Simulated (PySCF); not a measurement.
A side-by-side comparison of computed properties.

First species: C5H5FO2.
Atom-mapped SMILES: `[CH3:1][O:2][C:3]1=[CH:4][C@H:5]([F:6])[C:7]1=[O:8]` (hydrogens: H9, H10, H11 on C1; H12 on C4; H13 on C5)

Structure used (GFN2-xTB), in Å, numbered top down from 1:
```xyz
13
C5H5FO2 angstrom
C      2.2496   -0.0872   -0.4241
O      1.2881    0.6234    0.3449
C      0.0164    0.3401    0.0933
C     -1.1511    0.7967    0.6059
C     -2.0208   -0.0118   -0.3224
F     -2.8003   -0.9670    0.2900
C     -0.6710   -0.5471   -0.8773
O     -0.3573   -1.3541   -1.7014
H      3.2212    0.2589   -0.0783
H      2.1608   -1.1639   -0.2652
H      2.1364    0.1279   -1.4889
H     -1.4034    1.4637    1.4052
H     -2.6729    0.5209   -1.0205
```

Second species: C9H9OP.
Z-matrix (Å and degrees, GFN2-xTB geometry), rows numbered from 1:
```
C 
P   1  1.8337
O   2  1.4677  1  113.55
C   2  1.8202  1  106.65  3   131.71
C   4  1.3351  2  110.62  1   106.76
C   5  1.4567  4  115.63  2    -0.01
C   6  1.3863  5  126.71  4   179.97
C   7  1.3870  6  119.14  5  -178.77
C   8  1.3857  7  120.84  6     0.23
C   9  1.3895  8  120.39  7    -0.56
C  10  1.3775  9  118.85  8     0.42
H   1  1.0855  2  111.79  3   179.98
H   1  1.0886  2  107.83  3   -58.48
H   1  1.0886  2  107.61  3    58.71
H   4  1.0767  2  123.92  1   -74.57
H   5  1.0803  4  124.43  2   179.21
H   7  1.0805  6  120.38  5     1.20
H   8  1.0800  7  119.54  6   179.87
H   9  1.0799  8  119.78  7   179.29
H  10  1.0806  9  120.95  8   179.60
```

Levels: PBE0/pcSseg-1 for dipole moment, HOMO energy, LUMO energy and HOMO–LUMO gap; GFN2-xTB for rotational constant A and rotational constant C. Geometries: GFN2-xTB. All species are isolated and taken at one optimised geometry, non-relativistic unless stated. Electronic properties by PySCF.

Dipoles, sizes and rotational constants follow the conformer. The torsions of the flexible species, by atom-mapped SMILES:
- `[CH3:1][O:2][C:3]1=[CH:4][C@H:5]([F:6])[C:7]1=[O:8]`: C1–O2–C3–C4 180°

Task: Which has the higher rotational constant A?

Result: The first: 4.176 GHz against 1.886 GHz, a difference of 2.290 GHz.

Task: Which of the two has the higher dipole moment, and by how much?

Result: The second: 4.47 D against 2.99 D, a difference of 1.48 D.

Task: Which has the higher HOMO–LUMO gap?

Result: The first: 5.84 eV against 5.14 eV, a difference of 0.70 eV.

Task: Which has the higher HOMO energy?

Result: The second: -6.99 eV against -7.54 eV, a difference of 0.55 eV.

Task: Which of the two has the higher rotational constant C, and by how much?

Result: The first: 1.178 GHz against 0.667 GHz, a difference of 0.511 GHz.

Task: Which has the higher LUMO energy?

Result: The first: -1.70 eV against -1.85 eV, a difference of 0.15 eV.

On the first: In atomic units the dipole is 1.18 e·bohr (1 au = 2.5417 D).

On the second: The dipole matches unit charges of opposite sign 0.93 Å apart (1 e·Å = 4.8032 D). A dipole of 4.47 D is allowed in C1, and pure rotational transitions are dipole-allowed.
